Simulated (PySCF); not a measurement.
C4H7FO2. Atoms are numbered in the order given.

```xyz
14

C      2.3703     0.5946    -0.5741
C      1.4317     0.0137     0.1710
F      1.7199    -0.9878     1.0171
O      0.1430     0.3640     0.2075
C     -0.8366    -0.6901     0.1633
C     -2.1873    -0.0088     0.0890
O     -2.3128     0.7846    -1.0632
H      2.0913     1.3821    -1.2718
H      3.4129     0.3005    -0.4643
H     -0.7532    -1.3255     1.0595
H     -0.6620    -1.3047    -0.7370
H     -2.9729    -0.7806     0.0520
H     -2.3409     0.5767     1.0188
H     -1.5634     1.3971    -1.0600
```

The structure is a stationary point at B3LYP-D3(BJ)/def2-SVP. This is a generated structure with no PubChem entry under its InChIKey; it may be hypothetical. The values are those of a single conformer.

Level of theory: PBE0/pcSseg-1 (PySCF).

GIAO shieldings, no solvent; atoms listed in one row are averaged. δ = σ(ref) − σ: ¹³C against TMS (σ = 186.3 ppm); ¹⁹F against CFCl3 (σ = 167.2 ppm); ¹⁷O against H2O (σ = 334.2 ppm); ¹H against TMS (σ = 31.56 ppm), references at their B3LYP-D3(BJ)/def2-TZVP geometries, non-relativistic.

Problem. Estimate the chemical shifts. (Estimate from the structure and the level; the computed values follow.)

Solution. 
| nucleus | atoms | count | δ (ppm) |
|---|---|---|---|
| ¹³C | C2 | 1 | 173.6 |
| ¹³C | C5 | 1 | 76.0 |
| ¹³C | C1 | 1 | 73.5 |
| ¹³C | C6 | 1 | 65.3 |
| ¹⁹F | F3 | 1 | -90.1 |
| ¹⁷O | O4 | 1 | 117.5 |
| ¹⁷O | O7 | 1 | 28.3 |
| ¹H | H10 | 1 | 4.32 |
| ¹H | H13 | 1 | 4.28 |
| ¹H | H8, H9 | 2 | 4.22 |
| ¹H | H11 | 1 | 3.84 |
| ¹H | H12 | 1 | 3.80 |
| ¹H | H14 | 1 | 1.66 |
